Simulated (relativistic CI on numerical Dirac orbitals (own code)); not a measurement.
d4 in a ligand field

Computed with a parametric ligand-field model of a d^n configuration (Racah B and C, spin-orbit zeta, crystal field), exact diagonalisation.

Field parameters in Wybourne normalisation: D3d B²₀ = −7Dσ, B⁴₀ = −14Dq − 21Dτ, B⁴₃ = −14√(10/7) Dq; Oh B⁴₀ = 21Dq, B⁴₄ = √(5/14) B⁴₀; Td as Oh with Dq negative (B⁴₀ = 21Dq, B⁴₄ = √(5/14) B⁴₀). The field is a parameter set, without covalency.

(1) Ground term and bands for B = 730, C = 3310, ζ = 0 cm⁻¹, Td, 10Dq = -3100 cm⁻¹?

(2) A d4 ion in Oh symmetry has the ground term 3T1 and bands at 1T2 5936 cm⁻¹ (1685 nm), 1E 6496 cm⁻¹ (1539 nm), 5E 8571 cm⁻¹ (1167 nm), 3E 19021 cm⁻¹ (526 nm), 3T1 19547 cm⁻¹ (512 nm), 3T2 20076 cm⁻¹ (498 nm), 3A1 20731 cm⁻¹ (482 nm). Which parameters reproduce them?

(3) Ground term and bands for B = 620, C = 2700, ζ = 0 cm⁻¹, D3d, 10Dq = 21550, Dσ = -1200, Dτ = -400 cm⁻¹?

(4) Ground term and bands for B = 500, C = 1830, ζ = 0 cm⁻¹, Td, 10Dq = -11300 cm⁻¹?

(5) Ground term and bands for B = 430, C = 1750, ζ = 0 cm⁻¹, D3d, 10Dq = 27750, Dσ = -1200, Dτ = 190 cm⁻¹?

## Answers

(1) Ground term 5T2 with 2.00 electrons in the two orbitals of the cubic e set. Spin-allowed: 5E 3100 cm⁻¹ (3226 nm). Lowest spin-forbidden: 3T1 14548 cm⁻¹ (687 nm), 3T2 15815 cm⁻¹ (632 nm), 3T1 16968 cm⁻¹ (589 nm).

(2) B = 440, C = 2050, ζ = 0 cm⁻¹, Oh, 10Dq = 20950 cm⁻¹.

(3) Ground term 3E with 0.03 electrons in the two orbitals of the cubic e set. Spin-allowed: 3A2 5901 cm⁻¹ (1695 nm), 3A2 16328 cm⁻¹ (612 nm), 3E 17527 cm⁻¹ (571 nm), 3A1 19575 cm⁻¹ (511 nm). Lowest spin-forbidden: 1A1 4115 cm⁻¹ (2430 nm), 5E 5680 cm⁻¹ (1761 nm), 1E 8334 cm⁻¹ (1200 nm).

(4) Ground term 1A1 with 3.95 electrons in the two orbitals of the cubic e set. Spin-allowed: 1T1 10221 cm⁻¹ (978 nm), 1T2 16192 cm⁻¹ (618 nm), 1E 21342 cm⁻¹ (469 nm), 1T2 21529 cm⁻¹ (464 nm). Lowest spin-forbidden: 3T1 6182 cm⁻¹ (1618 nm), 5T2 6624 cm⁻¹ (1510 nm), 3T2 9154 cm⁻¹ (1092 nm).

(5) Ground term 3E with 0.02 electrons in the two orbitals of the cubic e set. Spin-allowed: 3A2 2033 cm⁻¹, 3A2 26887 cm⁻¹ (372 nm), 3E 27291 cm⁻¹ (366 nm), 3E 27961 cm⁻¹ (358 nm). Lowest spin-forbidden: 1A1 4883 cm⁻¹ (2048 nm), 1E 5890 cm⁻¹ (1698 nm), 1E 7363 cm⁻¹ (1358 nm).
